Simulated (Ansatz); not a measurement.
```yaml
crystal:
  periodic: [false, false, false]
  atoms:
    - {symbol: I, position_ang: [-2.969882, 0.144545, -0.148291]}
    - {symbol: Si, position_ang: [-0.489315, 0.211539, -0.686892]}
    - {symbol: C, position_ang: [0.795807, -0.110320, 0.709160]}
    - {symbol: S, position_ang: [0.720898, -1.594541, -0.578995]}
    - {symbol: H, position_ang: [-0.218977, 1.249896, -1.803594]}
    - {symbol: H, position_ang: [1.798854, 0.431961, 0.713793]}
    - {symbol: H, position_ang: [0.426877, -0.404480, 1.746834]}
basis:
  gaussian: {orbitals: x2c-TZVPPall}
hamiltonian: {xc: {name: TPSS}}
```

```sh
$ ansatz run in.yaml --threads 2 --pin off --events-out ev --progress --plain --max-ram 4352MiB
```

Q: How does Ansatz answer? (Estimate.)

A: Ansatz gave: The program refused the input.
```
Error: YAML parse error: error: line 13 column 19: hamiltonian.xc: no functional is named "TPSS"; the names, which are not case-sensitive, are SVWN5, SPW92, PBE, PBE0, PBEsol, revPBE, revPBE0, RPBE, rPW86-PBE, HSE06, wPBEh, LC-wPBE, HISS, HF, BLYP, B3LYP, B3LYP5, BHLYP, CAM-B3LYP, r2SCAN, r2SCANh, r2SCAN0, r2SCAN50, m-r2SCAN, B97, wB97, wB97X, wB97X-V, B97M-V, wB97M-V, B2PLYP, B2GP-PLYP, PBE0-DH, PBE-QIDH
11 | basis:
12 |   gaussian: {orbitals: x2c-TZVPPall}
13 | hamiltonian: {xc: {name: TPSS}}
```

HSE06 is defined as in plane-wave codes.
